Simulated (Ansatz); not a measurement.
Reaction (cleavage of the Si–Si bond): `[SiH3][SiH2][TeH]` + `NBO` → `NBO[SiH3]` + `[SiH3][TeH]`

Computed with Ansatz on PBE0-D4/def2-TZVP structures; ΔE is electronic, products minus reactants. CBS: MP2 limit from def2 TZ/QZ plus the TZ coupled-cluster correction, frozen cores. This one scheme is used for every species. Functionals use def2-TZVPP. B3LYP here is the variant with VWN-RPA as its local correlation; programs differ in this. def2 core potentials past Kr. For Te outer-core shells are correlated without core-valence functions, which leaves a few kJ/mol of doubt a bond. Each species was taken in one conformer, which may not be the lowest.

`[SiH3][SiH2][TeH]`:

Z-matrix (Å, degrees):
```
Si
Si 1 2.337
H 1 1.487 2 109.8
H 1 1.487 2 110.0 3 120.1
H 1 1.487 2 109.8 3 -119.8
Te 2 2.500 1 106.5 3 60.0
H 2 1.487 1 110.6 3 -59.9
H 2 1.487 1 110.7 3 -180.0
H 6 1.658 2 92.2 1 -179.9
```

`NBO`:

Cartesian coordinates in Å:
```
N -0.058 0.553 0.912
B -0.133 -0.009 -0.365
O 0.595 -1.139 -0.631
H 0.510 0.162 1.644
H -0.565 1.378 1.172
H -0.829 0.501 -1.203
H 0.478 -1.447 -1.530
```

`NBO[SiH3]`:

```xyz
10

N    -0.994   -1.841   -0.527
B    -0.773   -0.505   -0.189
O     0.508   -0.070    0.029
Si    1.131    1.394    0.432
H    -1.910   -2.211   -0.697
H    -0.246   -2.508   -0.620
H    -1.706    0.247   -0.092
H     1.869    1.265    1.714
H     2.073    1.824   -0.631
H     0.050    2.405    0.579
```

`[SiH3][TeH]`:

Cartesian coordinates in Å:
```
Si -0.464 -0.314 -0.327
Te 1.631 -0.072 1.003
H -0.374 0.413 -1.618
H -0.591 -1.771 -0.578
H -1.645 0.172 0.429
H 1.443 1.573 1.091
```

```json
{"level": "LDA (SPW92)", "ΔE (kcal/mol)": "-14.6"}
{"level": "B3LYP-D4", "ΔE (kcal/mol)": "-19.6"}
{"level": "CAM-B3LYP-D4", "ΔE (kcal/mol)": "-21.5"}
{"level": "B3LYP", "ΔE (kcal/mol)": "-20.7"}
{"level": "r2SCANh", "ΔE (kcal/mol)": "-18.6"}
{"level": "LC-ωPBE", "ΔE (kcal/mol)": "-17.9"}
{"level": "CCSD(T)/def2-SVP", "ΔE (kcal/mol)": "-18.1"}
{"level": "CCSD/def2-TZVPP", "ΔE (kcal/mol)": "-20.7"}
```

Q: What does CCSD(T)/CBS give? (An estimate is asked.)

A: The calculation gave: -19.4 kcal/mol. The listed levels differ from it by 4.8, -0.2, -2.1, -1.3, 0.8, 1.5, 1.3, -1.3 kcal/mol.

Largest T1 diagnostic among the species: 0.012.

In def2-TZVPP, CCSD(T) changes the Hartree–Fock value by +6.7 kcal/mol (the triples alone add +0.9 kcal/mol) and MP2 by +5.5 kcal/mol. Leaving LDA and LC-ωPBE aside and taking each functional with its dispersion term where it has one, the values, not all of them listed here, spread over 8.2 kcal/mol, from BHLYP-D4 to PBE-D4. At CCSD(T), def2-SVP lies +1.3 kcal/mol from the extrapolated value and def2-TZVPP −0.4 kcal/mol.
